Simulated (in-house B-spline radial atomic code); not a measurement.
A radial electron density 4πr²n(r) was computed for an atom or ion in its tabulated ground configuration with a B-spline radial code for spherical atoms; method: non-relativistic B3LYP, spin-polarised, spherical fractional occupations. Columns: r (bohr), 4πr²n(r) (electrons per bohr), bar.

```
  0.0042    0.347 #
 0.00489   0.4613 #
 0.00571   0.6147 ##
 0.00666   0.8143 ##
 0.00777    1.074 ###
 0.00906    1.409 ####
  0.0106    1.847 #####
  0.0123    2.372 #######
  0.0144    3.066 #########
  0.0168    3.902 ###########
  0.0196    4.912 ##############
  0.0228    6.079 #################
  0.0266    7.444 #####################
   0.031    8.946 #########################
  0.0362    10.56 #############################
  0.0422    12.16 ##################################
  0.0492    13.64 ######################################
  0.0574    14.84 #########################################
   0.067    15.59 ############################################
  0.0781    15.75 ############################################
  0.0911    15.27 ###########################################
   0.106    14.22 ########################################
   0.124    12.73 ####################################
   0.145     11.2 ###############################
   0.169    10.08 ############################
   0.197    9.666 ###########################
   0.229     10.1 ############################
   0.268     11.3 ################################
   0.312    12.74 ####################################
   0.364    13.86 #######################################
   0.425     14.1 #######################################
   0.495    13.17 #####################################
   0.578    11.13 ###############################
   0.674     8.44 ########################
   0.786    5.668 ################
   0.917    3.318 #########
    1.07    1.664 #####
    1.25   0.6957 ##
    1.45   0.2511 #
     1.7  0.06683 
    1.98   0.0144
```

Problem. Which atom or ion is it?
A. Si4+
B. Si3+
C. Cl5+
D. S6+

Solution. A. The area under the curve, ∫4πr²n dr = ∫r·4πr²n d(ln r) on this logarithmic grid, is 10 electrons; among the options with that count, the innermost peak, which lies near 1/Z bohr, picks Z = 14. The configuration is [He] 2s2 2p6.
